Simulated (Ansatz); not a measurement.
Born–Oppenheimer molecular dynamics of a periodic cell of 17 atoms, K16Na (host K, host structure bcc, interstitial Na). It goes on from the last frame of an earlier run, with new velocities.

The calculation used Ansatz, DFT PBEsol, scalar-relativistic, plane waves, PAW. Settings: cutoff 420 eV, k mesh 2x2x2, fermi-dirac smearing 0.05 eV, no spin polarisation.

* ensemble: NVT, Langevin thermostat
* time step: 2 fs
* steps asked: 300
* set temperature: 1680 K
* friction: 0.01 /fs
* seed: 900997

Frames 4 fs apart, positions in Å, forces in eV/Å.

Velocities at 500 fs (Å/ps):

```
K -1.70 -4.09 2.44
K 4.37 -2.14 -4.63
K 0.40 -3.83 -4.95
K -2.53 5.39 -0.24
K -7.60 1.88 -2.50
K 2.15 1.90 -2.69
K 8.69 -0.86 3.33
K 3.98 -2.10 5.50
K 0.89 -6.57 -2.63
K 1.95 2.43 -3.36
K -1.56 -2.58 2.41
K 9.99 -5.73 11.71
K -2.58 6.55 5.81
K -0.38 -7.39 -9.24
K 5.46 -2.13 6.95
K -9.81 0.53 -3.91
Na -2.94 -4.73 -5.66
```

```xyz
17
Lattice="10.4600 0.0000 0.0000 0.0000 10.4600 0.0000 0.0000 0.0000 10.4600" Properties=species:S:1:pos:R:3:forces:R:3 time_fs=500 energy_less_start_eV=0.601 T=1086
K -1.681 3.018 1.153 -0.14 0.33 0.00
K 8.002 -0.547 1.115 -0.30 -0.24 -0.42
K 1.067 7.512 1.580 0.20 -0.21 -0.31
K 0.886 -3.238 5.377 -0.31 0.03 0.16
K 4.041 0.627 -0.050 -0.01 0.25 0.29
K 4.907 5.625 -0.535 -0.24 -0.15 0.56
K 4.524 -4.363 6.247 0.02 -0.30 -0.20
K 5.946 -0.065 6.578 0.79 0.31 0.08
K 0.179 0.161 3.226 0.25 0.30 0.49
K 4.949 8.888 3.386 -0.36 0.06 -0.24
K 0.826 4.725 9.329 0.25 -0.08 -0.17
K 1.875 3.622 4.641 0.11 -0.25 -0.15
K 7.743 6.501 3.518 0.09 -0.12 -0.16
K 8.432 4.058 6.450 0.05 -0.61 -0.12
K 2.921 9.527 7.301 -0.68 0.06 0.17
K 7.711 6.796 8.351 0.41 0.63 0.18
Na 5.957 2.668 3.915 -0.10 -0.01 -0.16
17
Lattice="10.4600 0.0000 0.0000 0.0000 10.4600 0.0000 0.0000 0.0000 10.4600" Properties=species:S:1:pos:R:3:forces:R:3 time_fs=504 energy_less_start_eV=0.619 T=1167
K -1.692 3.005 1.165 -0.14 0.35 0.00
K 8.021 -0.561 1.094 -0.32 -0.24 -0.44
K 1.068 7.494 1.556 0.20 -0.21 -0.30
K 0.878 -3.206 5.377 -0.29 -0.01 0.17
K 4.010 0.630 -0.054 0.00 0.27 0.31
K 4.917 5.630 -0.544 -0.26 -0.17 0.59
K 4.561 -4.369 6.260 -0.04 -0.29 -0.24
K 5.952 -0.073 6.597 0.79 0.32 0.05
K 0.180 0.139 3.206 0.26 0.32 0.50
K 4.952 8.890 3.370 -0.37 0.07 -0.23
K 0.816 4.713 9.334 0.23 -0.08 -0.18
K 1.910 3.604 4.685 0.09 -0.24 -0.14
K 7.736 6.529 3.541 0.10 -0.13 -0.17
K 8.431 4.030 6.410 0.06 -0.59 -0.10
K 2.943 9.518 7.327 -0.69 0.03 0.15
K 7.670 6.796 8.330 0.47 0.61 0.18
Na 5.947 2.654 3.886 -0.11 -0.01 -0.15
17
Lattice="10.4600 0.0000 0.0000 0.0000 10.4600 0.0000 0.0000 0.0000 10.4600" Properties=species:S:1:pos:R:3:forces:R:3 time_fs=508 energy_less_start_eV=0.638 T=1203
K -1.704 3.002 1.178 -0.14 0.35 0.00
K 8.032 -0.569 1.072 -0.33 -0.24 -0.45
K 1.074 7.472 1.526 0.20 -0.21 -0.27
K 0.871 -3.161 5.389 -0.27 -0.04 0.16
K 3.979 0.625 -0.060 0.01 0.28 0.33
K 4.923 5.636 -0.547 -0.29 -0.18 0.62
K 4.594 -4.378 6.279 -0.10 -0.29 -0.28
K 5.957 -0.083 6.620 0.80 0.34 0.02
K 0.186 0.123 3.177 0.27 0.33 0.49
K 4.949 8.891 3.357 -0.38 0.08 -0.21
K 0.800 4.699 9.329 0.22 -0.09 -0.19
K 1.937 3.598 4.723 0.09 -0.23 -0.14
K 7.731 6.564 3.566 0.11 -0.14 -0.18
K 8.440 3.999 6.361 0.07 -0.56 -0.07
K 2.962 9.499 7.351 -0.69 0.02 0.14
K 7.630 6.795 8.313 0.54 0.58 0.17
Na 5.939 2.641 3.862 -0.11 -0.01 -0.14
17
Lattice="10.4600 0.0000 0.0000 0.0000 10.4600 0.0000 0.0000 0.0000 10.4600" Properties=species:S:1:pos:R:3:forces:R:3 time_fs=512 energy_less_start_eV=0.627 T=1408
K -1.723 3.007 1.186 -0.13 0.35 0.00
K 8.031 -0.576 1.040 -0.32 -0.24 -0.45
K 1.078 7.449 1.489 0.19 -0.20 -0.24
K 0.860 -3.117 5.394 -0.26 -0.07 0.15
K 3.943 0.618 -0.057 0.01 0.29 0.34
K 4.932 5.640 -0.536 -0.31 -0.19 0.65
K 4.621 -4.390 6.298 -0.15 -0.29 -0.32
K 5.961 -0.085 6.646 0.79 0.35 0.00
K 0.199 0.108 3.162 0.26 0.35 0.47
K 4.945 8.897 3.339 -0.38 0.09 -0.18
K 0.785 4.678 9.318 0.22 -0.09 -0.20
K 1.958 3.601 4.753 0.08 -0.22 -0.15
K 7.731 6.601 3.591 0.12 -0.14 -0.19
K 8.452 3.971 6.303 0.08 -0.53 -0.04
K 2.972 9.477 7.376 -0.68 0.00 0.13
K 7.589 6.792 8.299 0.60 0.56 0.16
Na 5.942 2.622 3.838 -0.12 -0.02 -0.13
17
Lattice="10.4600 0.0000 0.0000 0.0000 10.4600 0.0000 0.0000 0.0000 10.4600" Properties=species:S:1:pos:R:3:forces:R:3 time_fs=516 energy_less_start_eV=0.602 T=1544
K -1.745 3.017 1.191 -0.12 0.34 0.00
K 8.026 -0.582 1.002 -0.30 -0.22 -0.44
K 1.082 7.423 1.456 0.17 -0.19 -0.21
K 0.841 -3.070 5.397 -0.24 -0.10 0.15
K 3.902 0.617 -0.056 0.02 0.30 0.35
K 4.939 5.640 -0.517 -0.32 -0.20 0.67
K 4.641 -4.412 6.323 -0.19 -0.28 -0.35
K 5.959 -0.093 6.670 0.77 0.36 -0.02
K 0.214 0.092 3.151 0.24 0.36 0.44
K 4.942 8.902 3.325 -0.39 0.09 -0.16
K 0.774 4.654 9.304 0.21 -0.09 -0.21
K 1.979 3.613 4.783 0.08 -0.22 -0.15
K 7.732 6.639 3.613 0.12 -0.15 -0.19
K 8.468 3.941 6.241 0.08 -0.49 -0.01
K 2.967 9.456 7.406 -0.66 -0.02 0.11
K 7.549 6.794 8.283 0.66 0.53 0.15
Na 5.947 2.606 3.810 -0.14 -0.02 -0.12
17
Lattice="10.4600 0.0000 0.0000 0.0000 10.4600 0.0000 0.0000 0.0000 10.4600" Properties=species:S:1:pos:R:3:forces:R:3 time_fs=520 energy_less_start_eV=0.565 T=1640
K -1.762 3.024 1.195 -0.11 0.34 0.00
K 8.025 -0.581 0.953 -0.27 -0.22 -0.42
K 1.086 7.391 1.430 0.16 -0.17 -0.19
K 0.820 -3.024 5.408 -0.22 -0.13 0.14
K 3.863 0.622 -0.046 0.03 0.31 0.35
K 4.951 5.633 -0.491 -0.33 -0.21 0.69
K 4.667 -4.444 6.356 -0.25 -0.26 -0.40
K 5.963 -0.105 6.696 0.73 0.37 -0.04
K 0.234 0.083 3.141 0.22 0.37 0.40
K 4.947 8.906 3.304 -0.39 0.08 -0.13
K 0.767 4.631 9.282 0.20 -0.09 -0.22
K 2.003 3.623 4.813 0.07 -0.21 -0.16
K 7.732 6.663 3.636 0.12 -0.14 -0.21
K 8.481 3.913 6.172 0.09 -0.47 0.02
K 2.954 9.434 7.440 -0.62 -0.03 0.11
K 7.508 6.798 8.257 0.72 0.50 0.16
Na 5.945 2.595 3.785 -0.15 -0.03 -0.11
17
Lattice="10.4600 0.0000 0.0000 0.0000 10.4600 0.0000 0.0000 0.0000 10.4600" Properties=species:S:1:pos:R:3:forces:R:3 time_fs=524 energy_less_start_eV=0.520 T=1715
K -1.778 3.033 1.185 -0.10 0.33 0.01
K 8.018 -0.578 0.897 -0.24 -0.22 -0.40
K 1.097 7.356 1.402 0.14 -0.16 -0.15
K 0.800 -2.977 5.431 -0.21 -0.17 0.12
K 3.828 0.628 -0.026 0.03 0.32 0.34
K 4.958 5.631 -0.462 -0.32 -0.22 0.70
K 4.689 -4.474 6.384 -0.30 -0.26 -0.42
K 5.970 -0.111 6.726 0.70 0.37 -0.06
K 0.255 0.073 3.129 0.20 0.37 0.36
K 4.951 8.902 3.283 -0.39 0.09 -0.10
K 0.763 4.601 9.257 0.19 -0.09 -0.22
K 2.014 3.633 4.846 0.07 -0.21 -0.17
K 7.726 6.688 3.661 0.13 -0.13 -0.22
K 8.489 3.880 6.113 0.09 -0.44 0.05
K 2.942 9.418 7.466 -0.58 -0.03 0.10
K 7.474 6.801 8.230 0.77 0.47 0.17
Na 5.933 2.595 3.764 -0.16 -0.03 -0.10
17
Lattice="10.4600 0.0000 0.0000 0.0000 10.4600 0.0000 0.0000 0.0000 10.4600" Properties=species:S:1:pos:R:3:forces:R:3 time_fs=528 energy_less_start_eV=0.478 T=1619
K -1.793 3.039 1.177 -0.10 0.32 0.02
K 8.013 -0.577 0.837 -0.21 -0.22 -0.37
K 1.106 7.323 1.377 0.12 -0.15 -0.12
K 0.779 -2.922 5.455 -0.21 -0.20 0.11
K 3.791 0.639 -0.005 0.03 0.32 0.33
K 4.975 5.627 -0.442 -0.32 -0.22 0.71
K 4.705 -4.507 6.415 -0.35 -0.24 -0.45
K 5.984 -0.111 6.764 0.66 0.37 -0.08
K 0.278 0.062 3.111 0.18 0.37 0.32
K 4.955 8.901 3.256 -0.38 0.09 -0.06
K 0.769 4.578 9.236 0.17 -0.09 -0.23
K 2.023 3.648 4.876 0.06 -0.20 -0.18
K 7.713 6.700 3.692 0.14 -0.11 -0.24
K 8.498 3.853 6.050 0.10 -0.43 0.08
K 2.925 9.406 7.490 -0.52 -0.03 0.10
K 7.455 6.803 8.198 0.81 0.45 0.17
Na 5.907 2.601 3.749 -0.17 -0.04 -0.10
17
Lattice="10.4600 0.0000 0.0000 0.0000 10.4600 0.0000 0.0000 0.0000 10.4600" Properties=species:S:1:pos:R:3:forces:R:3 time_fs=532 energy_less_start_eV=0.433 T=1654
K -1.801 3.052 1.165 -0.10 0.31 0.03
K 8.010 -0.574 0.779 -0.19 -0.22 -0.34
K 1.112 7.297 1.354 0.10 -0.14 -0.10
K 0.758 -2.865 5.478 -0.21 -0.24 0.08
K 3.753 0.643 0.006 0.04 0.33 0.31
K 4.994 5.620 -0.423 -0.31 -0.21 0.71
K 4.716 -4.538 6.442 -0.38 -0.22 -0.46
K 6.002 -0.113 6.797 0.61 0.36 -0.10
K 0.302 0.053 3.089 0.15 0.38 0.29
K 4.952 8.912 3.219 -0.37 0.09 -0.02
K 0.783 4.553 9.220 0.16 -0.09 -0.23
K 2.041 3.652 4.903 0.05 -0.19 -0.19
K 7.697 6.707 3.721 0.14 -0.09 -0.26
K 8.511 3.834 5.992 0.10 -0.42 0.10
K 2.897 9.405 7.505 -0.46 -0.02 0.10
K 7.447 6.807 8.170 0.83 0.42 0.18
Na 5.874 2.609 3.726 -0.16 -0.05 -0.10
17
Lattice="10.4600 0.0000 0.0000 0.0000 10.4600 0.0000 0.0000 0.0000 10.4600" Properties=species:S:1:pos:R:3:forces:R:3 time_fs=536 energy_less_start_eV=0.377 T=1814
K -1.809 3.071 1.143 -0.10 0.28 0.04
K 8.005 -0.577 0.712 -0.16 -0.21 -0.31
K 1.116 7.276 1.330 0.09 -0.13 -0.08
K 0.729 -2.812 5.502 -0.22 -0.28 0.06
K 3.714 0.647 0.008 0.04 0.34 0.29
K 5.006 5.606 -0.401 -0.29 -0.21 0.71
K 4.720 -4.571 6.468 -0.40 -0.20 -0.47
K 6.022 -0.120 6.823 0.55 0.36 -0.12
K 0.335 0.051 3.064 0.12 0.39 0.26
K 4.942 8.931 3.172 -0.34 0.07 0.02
K 0.801 4.521 9.206 0.15 -0.09 -0.24
K 2.063 3.660 4.920 0.03 -0.19 -0.20
K 7.693 6.712 3.747 0.12 -0.06 -0.28
K 8.520 3.821 5.941 0.11 -0.42 0.11
K 2.859 9.402 7.505 -0.38 0.00 0.10
K 7.440 6.813 8.139 0.84 0.40 0.20
Na 5.846 2.616 3.699 -0.15 -0.05 -0.10
17
Lattice="10.4600 0.0000 0.0000 0.0000 10.4600 0.0000 0.0000 0.0000 10.4600" Properties=species:S:1:pos:R:3:forces:R:3 time_fs=540 energy_less_start_eV=0.325 T=1876
K -1.814 3.096 1.124 -0.10 0.25 0.05
K 7.998 -0.582 0.636 -0.12 -0.19 -0.26
K 1.114 7.259 1.308 0.08 -0.13 -0.06
K 0.698 -2.763 5.529 -0.24 -0.31 0.03
K 3.674 0.655 0.009 0.05 0.34 0.26
K 5.016 5.585 -0.382 -0.27 -0.19 0.69
K 4.723 -4.596 6.488 -0.41 -0.18 -0.48
K 6.042 -0.133 6.851 0.49 0.35 -0.13
K 0.376 0.053 3.041 0.09 0.39 0.22
K 4.932 8.951 3.124 -0.31 0.05 0.06
K 0.826 4.495 9.194 0.14 -0.09 -0.24
K 2.086 3.668 4.936 0.01 -0.18 -0.20
K 7.705 6.721 3.772 0.09 -0.02 -0.31
K 8.523 3.817 5.895 0.11 -0.43 0.12
K 2.816 9.386 7.494 -0.30 0.03 0.13
K 7.439 6.816 8.108 0.83 0.37 0.22
Na 5.818 2.617 3.673 -0.14 -0.05 -0.09
17
Lattice="10.4600 0.0000 0.0000 0.0000 10.4600 0.0000 0.0000 0.0000 10.4600" Properties=species:S:1:pos:R:3:forces:R:3 time_fs=544 energy_less_start_eV=0.280 T=1808
K -1.817 3.146 1.103 -0.10 0.21 0.06
K 7.989 -0.584 0.562 -0.09 -0.16 -0.22
K 1.109 7.257 1.284 0.06 -0.13 -0.05
K 0.666 -2.725 5.560 -0.25 -0.34 0.00
K 3.638 0.666 0.005 0.05 0.34 0.22
K 5.021 5.562 -0.356 -0.25 -0.18 0.68
K 4.724 -4.622 6.510 -0.42 -0.17 -0.48
K 6.072 -0.149 6.871 0.43 0.35 -0.15
K 0.424 0.048 3.023 0.05 0.40 0.19
K 4.922 8.975 3.071 -0.27 0.02 0.09
K 0.851 4.479 9.175 0.13 -0.09 -0.24
K 2.099 3.664 4.956 -0.01 -0.18 -0.21
K 7.720 6.730 3.805 0.06 0.02 -0.34
K 8.530 3.818 5.850 0.12 -0.45 0.14
K 2.779 9.369 7.493 -0.21 0.06 0.15
K 7.441 6.817 8.087 0.83 0.34 0.25
Na 5.793 2.618 3.660 -0.13 -0.05 -0.09
```

Of the whole run (600 fs, mean temperature of the second half 1621 K): A run of 0.6 ps of so small a system gives no equilibrium averages. Limits of this set-up: coarse k mesh, a small cell, in which the defect meets its images, a typed lattice constant that wasn't relaxed here.

The run took 24 min on 4 threads of Intel(R) Xeon(R) 6975P-C (Granite Rapids) (shared host), peak memory 3.1 GiB.
